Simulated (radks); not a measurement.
The numbers below are computed, except where a source is named.
Ionisation of the aluminium ion Al5+, [He] 2s2 2p4, to Al6+, [He] 2s2 2p3, under several functionals. Dirac Kohn-Sham, spin-unpolarised, spherical densities, point nucleus; open shells fill j = l - 1/2 first; a radial shooting solver on a logarithmic mesh with Libxc functionals.

| functional | E(Al5+) (hartree) | Exc (hartree) | IE (eV) | -e(HOMO) (eV) | <r> HOMO (bohr) | IE error (eV) |
|---|---|---|---|---|---|---|
| PBEsol | -230.04592 | -14.88555 | 195.66 | 175.75 | 0.5395 | +5.2 |
| BP86 | -230.65440 | -15.51572 | 196.07 | 176.12 | 0.5388 | +5.6 |
| LDA (Slater exchange, VWN5 correlation) | -229.58091 | -14.40352 | 195.91 | 175.99 | 0.5393 | +5.4 |
| BLYP | -230.64767 | -15.50411 | 196.06 | 176.09 | 0.5392 | +5.6 |

NIST Atomic Spectra Database: 190.49 eV (semi-empirical). Closest: PBEsol. The Delta-SCF values span 0.41 eV, the total energies 1.07 hartree. The highest occupied level is 2p3/2. Spin polarisation and multiplet splitting are left out, so open shells lie too high by an amount that depends on their filling.

Beside tabulated values, note that spin-unpolarised runs miss the spin-polarisation part of the exchange energy of open shells.
